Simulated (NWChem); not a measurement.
Everything below was run with NWChem. System: Br₂, charge 2, spin multiplicity 3, at the geometry of a parent with another charge or spin, in a state set for the comparison that need not be this species' ground state. Its SCF solution wasn't tested for a lower state. Level: UHF/def2-TZVPD.

The NWChem input:

```
start mol
memory heap 200 mb stack 800 mb global 1000 mb
charge 2
geometry units angstroms nocenter noautoz
  Br     0.000000     0.000000     1.119190
  Br     0.000000     0.000000    -1.119190
  symmetry group D2h
end
basis spherical
  * library def2-tzvpd
end
scf
  uhf
  nopen 2
  maxiter 100
  thresh 1e-7
  semidirect memsize 60000000 filesize 0
  # guess.movecs holds the orbitals of an unrestricted PBE0 run
  vectors input guess.movecs output mol.movecs
end
task scf energy
```

Part of the output:

```
             Northwest Computational Chemistry Package (NWChem) 7.3.0
             --------------------------------------------------------

                                NWChem Input Module
                                -------------------

 Scaling coordinates for geometry "geometry" by  1.889725989
 (inverse scale =  0.529177249)

 Turning off AUTOSYM since
 SYMMETRY directive was detected!

                             Geometry "geometry" -> ""
                             -------------------------

 Output coordinates in angstroms (scale by  1.889725989 to convert to a.u.)

  No.       Tag          Charge          X              Y              Z
 ---- ---------------- ---------- -------------- -------------- --------------
    1 Br                  35.0000     0.00000000     0.00000000     1.11919000
    2 Br                  35.0000     0.00000000     0.00000000    -1.11919000

 Effective nuclear repulsion energy (a.u.)     289.6032532567

            Nuclear Dipole moment (a.u.)
            ----------------------------
        X                 Y               Z
 ---------------- ---------------- ----------------
     0.0000000000     0.0000000000     0.0000000000

      Symmetry information
      --------------------

 Group name             D2h
 Group number             26
 Group order               8
 No. of unique centers     1

      Symmetry unique atoms

     1


 Summary of "ao basis" -> "" (spherical)
 ------------------------------------------------------------------------------
       Tag                 Description            Shells   Functions and Types
 ---------------- ------------------------------  ------  ---------------------
 *                         def2-tzvpd                 on all atoms

 Summary of "ao basis" -> "ao basis" (spherical)
 ------------------------------------------------------------------------------
       Tag                 Description            Shells   Functions and Types
 ---------------- ------------------------------  ------  ---------------------
 Br                        def2-tzvpd               19       57   7s6p5d1f

                                 NWChem SCF Module
                                 -----------------

  ao basis        = "ao basis"
  functions       =   114
  atoms           =     2
  alpha electrons =    35
  beta  electrons =    33
  charge          =   2.00
  wavefunction    = UHF
  use symmetry    = T
  symmetry adapt  = T

 Summary of "ao basis" -> "ao basis" (spherical)
 ------------------------------------------------------------------------------
       Tag                 Description            Shells   Functions and Types
 ---------------- ------------------------------  ------  ---------------------
 Br                        def2-tzvpd               19       57   7s6p5d1f

      Symmetry analysis of basis
      --------------------------

        ag         25
        au          6
        b1g         6
        b1u        25
        b2g        13
        b2u        13
        b3g        13
        b3u        13

 Forming initial guess at       0.1s

   Symmetry analysis of molecular orbitals - initial alpha
   -------------------------------------------------------

  Numbering of irreducible representations:

     1 ag          2 au          3 b1g         4 b1u         5 b2g
     6 b2u         7 b3g         8 b3u

  Orbital symmetries:

     1 b1u         2 ag          3 b1u         4 ag          5 b1u
     6 ag          7 b2g         8 b3g         9 b3u        10 b2u
    11 ag         12 b1u        13 ag         14 b1u        15 b2u
    16 b3u        17 b2g        18 b3g        19 ag         20 b1u
    21 b3u        22 b2u        23 b3g        24 b2g        25 b1g
    26 ag         27 au         28 b1u        29 ag         30 b1u
    31 ag         32 b2u        33 b3u        34 b2g        35 b3g
    36 b1u        37 ag         38 b3u        39 b2u        40 ag
    41 b1g        42 b1u        43 ag         44 b3u        45 b2u

   Symmetry analysis of molecular orbitals - initial beta
   ------------------------------------------------------

  Numbering of irreducible representations:

     1 ag          2 au          3 b1g         4 b1u         5 b2g
     6 b2u         7 b3g         8 b3u

  Orbital symmetries:

     1 b1u         2 ag          3 b1u         4 ag          5 b1u
     6 ag          7 b2g         8 b3g         9 b3u        10 b2u
    11 ag         12 b1u        13 ag         14 b1u        15 b3u
    16 b2u        17 b2g        18 b3g        19 ag         20 b1u
    21 b2u        22 b3u        23 b3g        24 b2g        25 b1g
    26 ag         27 au         28 b1u        29 ag         30 b1u
    31 ag         32 b3u        33 b2u        34 b3g        35 b2g
    36 b1u        37 ag         38 b3u        39 b2u        40 b1g
    41 ag         42 b1u        43 ag         44 b3u        45 b2u

 Starting SCF solution at       0.2s

 ----------------------------------------------
         Quadratically convergent UHF

 Convergence threshold     :          1.000E-07
 Maximum no. of iterations :          100
 Integral*density screening:          1.000E-09
 ----------------------------------------------

              iter       energy          gnorm     gmax       time
             ----- ------------------- --------- --------- --------
                 1    -5143.7886200024  8.41D-01  2.89D-01      3.9
                 2    -5143.8075365735  1.30D-01  2.07D-02      4.1
                 3    -5143.8090069765  9.00D-03  1.62D-03      4.4
                 4    -5143.8090259816  2.65D-05  6.82D-06      4.8
[...]
   26   -3.8483
   27   -3.8480
   28   -3.8480
   29   -1.6424
   30   -1.4277
   31   -1.0859
   32   -0.9591
   33   -0.9591
   34   -0.6143
   35   -0.6143
   36   -0.4995
   37   -0.2802
   38   -0.2138
   39   -0.2138
   40   -0.2123
   41   -0.2083
   42   -0.2083
   43   -0.1990
   44   -0.1786
   45   -0.1786

                    UHF Final Alpha Molecular Orbital Analysis
                    ------------------------------------------

 Vector   33  Occ=1.000000D+00  E=-1.110165D+00  Symmetry=b3u
              MO Center= -1.6D-16, -1.8D-14,  9.8D-17, r^2= 2.3D+00
   Bfn.  Coefficient  Atom+Function         Bfn.  Coefficient  Atom+Function
  ----- ------------  ---------------      ----- ------------  ---------------
    17      0.429688  1 Br px                74      0.429688  2 Br px
    11     -0.268857  1 Br px                68     -0.268857  2 Br px
    14      0.250080  1 Br px                71      0.250080  2 Br px

 Vector   34  Occ=1.000000D+00  E=-1.013985D+00  Symmetry=b3g
              MO Center= -2.5D-19, -6.3D-18, -8.8D-18, r^2= 2.6D+00
   Bfn.  Coefficient  Atom+Function         Bfn.  Coefficient  Atom+Function
  ----- ------------  ---------------      ----- ------------  ---------------
    18      0.462188  1 Br py                75     -0.462188  2 Br py
    12     -0.287766  1 Br py                69      0.287766  2 Br py
    15      0.275034  1 Br py                72     -0.275034  2 Br py

 Vector   35  Occ=1.000000D+00  E=-1.013985D+00  Symmetry=b2g
              MO Center= -4.2D-16, -1.7D-16,  2.1D-17, r^2= 2.6D+00
   Bfn.  Coefficient  Atom+Function         Bfn.  Coefficient  Atom+Function
  ----- ------------  ---------------      ----- ------------  ---------------
    17      0.462188  1 Br px                74     -0.462188  2 Br px
    11     -0.287766  1 Br px                68      0.287766  2 Br px
    14      0.275034  1 Br px                71     -0.275034  2 Br px

 Vector   36  Occ=0.000000D+00  E=-5.285671D-01  Symmetry=b1u
              MO Center= -5.1D-15, -4.3D-15,  7.9D-14, r^2= 3.2D+00
   Bfn.  Coefficient  Atom+Function         Bfn.  Coefficient  Atom+Function
  ----- ------------  ---------------      ----- ------------  ---------------
    19      0.480294  1 Br pz                76      0.480294  2 Br pz
    22      0.341367  1 Br pz                79      0.341367  2 Br pz
    13     -0.275644  1 Br pz                70     -0.275644  2 Br pz
    16      0.254231  1 Br pz                73      0.254231  2 Br pz
     6     -0.208370  1 Br s                 63      0.208370  2 Br s

 Vector   37  Occ=0.000000D+00  E=-2.803150D-01  Symmetry=ag
              MO Center= -5.9D-14,  9.1D-15, -3.2D-13, r^2= 6.4D+00
   Bfn.  Coefficient  Atom+Function         Bfn.  Coefficient  Atom+Function
  ----- ------------  ---------------      ----- ------------  ---------------
     7      0.774357  1 Br s                 64      0.774357  2 Br s
     6     -0.499460  1 Br s                 63     -0.499460  2 Br s
     5     -0.183690  1 Br s                 62     -0.183690  2 Br s
    48     -0.154864  1 Br d  0             105     -0.154864  2 Br d  0

 Vector   38  Occ=0.000000D+00  E=-2.257999D-01  Symmetry=ag
              MO Center=  2.0D-14,  2.3D-14, -3.9D-14, r^2= 5.6D+00
   Bfn.  Coefficient  Atom+Function         Bfn.  Coefficient  Atom+Function
  ----- ------------  ---------------      ----- ------------  ---------------
    50      0.424342  1 Br d  2             107      0.424342  2 Br d  2
    45      0.185978  1 Br d  2             102      0.185978  2 Br d  2

                     UHF Final Beta Molecular Orbital Analysis
                     -----------------------------------------

 Vector   31  Occ=1.000000D+00  E=-1.085915D+00  Symmetry=ag
              MO Center=  1.4D-16, -2.0D-18,  1.1D-14, r^2= 2.8D+00
   Bfn.  Coefficient  Atom+Function         Bfn.  Coefficient  Atom+Function
  ----- ------------  ---------------      ----- ------------  ---------------
    19      0.401805  1 Br pz                76     -0.401805  2 Br pz
    13     -0.252489  1 Br pz                70      0.252489  2 Br pz
     5      0.220174  1 Br s                 62      0.220174  2 Br s
    16      0.218775  1 Br pz                73     -0.218775  2 Br pz

 Vector   32  Occ=1.000000D+00  E=-9.590915D-01  Symmetry=b3u
              MO Center=  3.7D-16,  8.3D-17, -3.5D-17, r^2= 2.2D+00
   Bfn.  Coefficient  Atom+Function         Bfn.  Coefficient  Atom+Function
  ----- ------------  ---------------      ----- ------------  ---------------
    17      0.397030  1 Br px                74      0.397030  2 Br px
    11     -0.241440  1 Br px                68     -0.241440  2 Br px
    14      0.206127  1 Br px                71      0.206127  2 Br px

 Vector   33  Occ=1.000000D+00  E=-9.590915D-01  Symmetry=b2u
              MO Center=  2.9D-16, -5.4D-16,  2.0D-16, r^2= 2.2D+00
   Bfn.  Coefficient  Atom+Function         Bfn.  Coefficient  Atom+Function
  ----- ------------  ---------------      ----- ------------  ---------------
    18      0.397030  1 Br py                75      0.397030  2 Br py
    12     -0.241440  1 Br py                69     -0.241440  2 Br py
    15      0.206127  1 Br py                72      0.206127  2 Br py

 Vector   34  Occ=0.000000D+00  E=-6.143456D-01  Symmetry=b3g
              MO Center=  1.2D-18,  8.5D-19, -2.8D-16, r^2= 2.9D+00
   Bfn.  Coefficient  Atom+Function         Bfn.  Coefficient  Atom+Function
  ----- ------------  ---------------      ----- ------------  ---------------
    18      0.428176  1 Br py                75     -0.428176  2 Br py
    12     -0.265688  1 Br py                69      0.265688  2 Br py
    15      0.238461  1 Br py                72     -0.238461  2 Br py
    21      0.233398  1 Br py                78     -0.233398  2 Br py

 Vector   35  Occ=0.000000D+00  E=-6.143456D-01  Symmetry=b2g
              MO Center= -4.2D-18, -1.0D-18,  8.2D-17, r^2= 2.9D+00
   Bfn.  Coefficient  Atom+Function         Bfn.  Coefficient  Atom+Function
  ----- ------------  ---------------      ----- ------------  ---------------
    17      0.428176  1 Br px                74     -0.428176  2 Br px
    11     -0.265688  1 Br px                68      0.265688  2 Br px
    14      0.238461  1 Br px                71     -0.238461  2 Br px
    20      0.233398  1 Br px                77     -0.233398  2 Br px

 Vector   36  Occ=0.000000D+00  E=-4.994944D-01  Symmetry=b1u
              MO Center=  5.0D-20,  1.1D-19,  5.9D-15, r^2= 3.2D+00
   Bfn.  Coefficient  Atom+Function         Bfn.  Coefficient  Atom+Function
  ----- ------------  ---------------      ----- ------------  ---------------
    19      0.472318  1 Br pz                76      0.472318  2 Br pz
    22      0.331598  1 Br pz                79      0.331598  2 Br pz
    13     -0.270947  1 Br pz                70     -0.270947  2 Br pz
    16      0.249678  1 Br pz                73      0.249678  2 Br pz
     6     -0.228948  1 Br s                 63      0.228948  2 Br s

 center of mass
 --------------
 x =   0.00000000 y =   0.00000000 z =   0.00000000

 moments of inertia (a.u.)
 ------------------
         714.943570245744           0.000000000000           0.000000000000
           0.000000000000         714.943570245744           0.000000000000
           0.000000000000           0.000000000000           0.000000000000

  Mulliken analysis of the total density
  --------------------------------------

    Atom       Charge   Shell Charges
 -----------   ------   -------------------------------------------------------
    1 Br  35    34.00   2.00  2.00  1.17  0.77  1.15  0.93 -0.00  6.00  5.93  1.10  2.41  0.46 -0.01  9.00  1.02  0.00  0.09 -0.02  0.01
    2 Br  35    34.00   2.00  2.00  1.17  0.77  1.15  0.93 -0.00  6.00  5.93  1.10  2.41  0.46 -0.01  9.00  1.02  0.00  0.09 -0.02  0.01

  Mulliken analysis of the alpha density
  --------------------------------------

    Atom       Charge   Shell Charges
 -----------   ------   -------------------------------------------------------
    1 Br  35    17.50   1.00  1.00  0.58  0.38  0.59  0.47 -0.00  3.00  2.97  0.72  1.53  0.24 -0.01  4.49  0.51  0.00  0.03 -0.02  0.00
    2 Br  35    17.50   1.00  1.00  0.58  0.38  0.59  0.47 -0.00  3.00  2.97  0.72  1.53  0.24 -0.01  4.49  0.51  0.00  0.03 -0.02  0.00

   Mulliken analysis of the beta density
   -------------------------------------

    Atom       Charge   Shell Charges
 -----------   ------   -------------------------------------------------------
    1 Br  35    16.50   1.00  1.00  0.58  0.38  0.56  0.47  0.00  3.00  2.96  0.38  0.89  0.21 -0.01  4.50  0.51 -0.00  0.06 -0.01  0.01
    2 Br  35    16.50   1.00  1.00  0.58  0.38  0.56  0.47  0.00  3.00  2.96  0.38  0.89  0.21 -0.01  4.50  0.51 -0.00  0.06 -0.01  0.01

   Mulliken analysis of the spin density
   -------------------------------------

    Atom       Charge   Shell Charges
 -----------   ------   -------------------------------------------------------
    1 Br  35     1.00  -0.00  0.00  0.00 -0.00  0.02 -0.00 -0.01  0.00  0.01  0.35  0.64  0.03  0.00 -0.01  0.00  0.00 -0.03 -0.01 -0.00
    2 Br  35     1.00  -0.00  0.00  0.00 -0.00  0.02 -0.00 -0.01  0.00  0.01  0.35  0.64  0.03  0.00 -0.01  0.00  0.00 -0.03 -0.01 -0.00

       Multipole analysis of the density wrt the origin
       ------------------------------------------------

     L   x y z        total         alpha         beta         nuclear
     -   - - -        -----         -----         ----         -------
     0   0 0 0      2.000000    -35.000000    -33.000000     70.000000

     1   1 0 0      0.000000      0.000000     -0.000000      0.000000
     1   0 1 0      0.000000      0.000000      0.000000      0.000000
     1   0 0 1      0.000000     -0.000000      0.000000      0.000000

     2   2 0 0    -21.581249    -12.328423     -9.252826      0.000000
     2   1 1 0     -0.000000     -0.000000     -0.000000      0.000000
     2   1 0 1      0.000000      0.000000     -0.000000      0.000000
     2   0 2 0    -21.581249    -12.328423     -9.252826      0.000000
     2   0 1 1     -0.000000     -0.000000     -0.000000      0.000000
     2   0 0 2     -7.186775   -166.309112   -153.992289    313.114625

 Task  times  cpu:        5.4s     wall:        5.4s

 Total times  cpu:        5.4s     wall:        5.4s
```
